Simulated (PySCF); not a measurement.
2-fluoro-2-methylpropane (C4H9F), SMILES CC(C)(C)F.

The structure is a stationary point at PBE-D3(BJ)/def2-SVP.

Calculation: CAM-B3LYP/def2-TZVP in PySCF.

Symmetry labels are those of the subgroup Cs that the program uses (full group C3v).

**Question.** List the valence orbital energies around the gap with their symmetry. (Estimate from the structure and the level; the computed values follow.)

**Answer.** 
```csv
orbital,symmetry,energy (eV)
HOMO−7,A',-13.07
HOMO−6,A",-13.07
HOMO−5,A',-12.60
HOMO−4,A',-11.95
HOMO−3,A",-11.95
HOMO−2,A",-11.87
HOMO−1,A',-10.60
HOMO,A",-10.60
LUMO,A',1.73
LUMO+1,A',2.92
LUMO+2,A',3.29
LUMO+3,A",3.29
```
